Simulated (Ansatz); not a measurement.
All numbers were calculated with Ansatz.

Basis-set series for Cl2GaH6NSi2 (`[SiH3][N]([SiH3])[Ga]([Cl])[Cl]`). Total charge 0; spin multiplicity 1. The structure was optimised at the PBE0-D4/def2-TZVP level. It is one conformer, not always the lowest.

```
functional       basis  functions  energy (Eh)  HOMO (eV)  LUMO (eV)
   PBE0-D4    def2-SVP        148  -3481.15295      -8.02      -1.31
   PBE0-D4  def2-TZVPP        331  -3481.98946      -8.12      -1.48
   ωB97M-V    def2-SVP        148  -3481.79380     -10.21       0.64
   ωB97M-V  def2-TZVPP        331  -3482.62879     -10.36       0.38
```

(1) Give the rows for def2-QZVPP. (An estimate is asked.)

Results:

(1) The calculation gave: 
```csv
functional,basis,functions,energy (Eh),HOMO (eV),LUMO (eV)
PBE0-D4,def2-QZVPP,606,-3482.08346,-8.14,-1.56
ωB97M-V,def2-QZVPP,606,-3482.71805,-10.38,0.18
```

Positive LUMOs are unbound and depend on the basis. Scalar relativity is left out up to krypton.
